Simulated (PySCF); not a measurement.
Computed IR spectrum (relative IR intensity) of a molecule C2H11FSi3. Geometry optimised at PBE0-D3(BJ)/def2-SVP. One conformer was computed; it need not be the lowest. Level of theory: PBE0-D3(BJ)/def2-SVP (PySCF). Frequencies are harmonic and unscaled.

Lines under 2 % of the strongest are left out, and lines within 2 cm⁻¹ are merged.

```
ν (cm⁻¹)  relative intensity
--------  ------------------
193                      3.7
412                      7.9
429                      3.9
472                      4.7
594                       13
620                      3.4
669                       12
708                       12
733                       11
767                       74
814                      100
847                      8.8
874                      5.7
903                      100
919                       35
927                       59
942                       18
949                       58
1088                     6.6
1424                     2.9
1432                     2.2
2203                      28
2218                      13
2224                      42
2226                      59
2231                      79
2238                      78
3046                     7.5
3051                     4.0
3108                     2.2
```

Task: Pick the molecule that these values belong to.
A) F[SiH2][SiH2]CC[SiH3]
B) C[SiH2]C[Si@@H](F)[SiH3]
C) C[Si@H](C[SiH3])[SiH2]F
D) C[Si@H](F)[SiH2]C[SiH3]

Result: A, F[SiH2][SiH2]CC[SiH3]
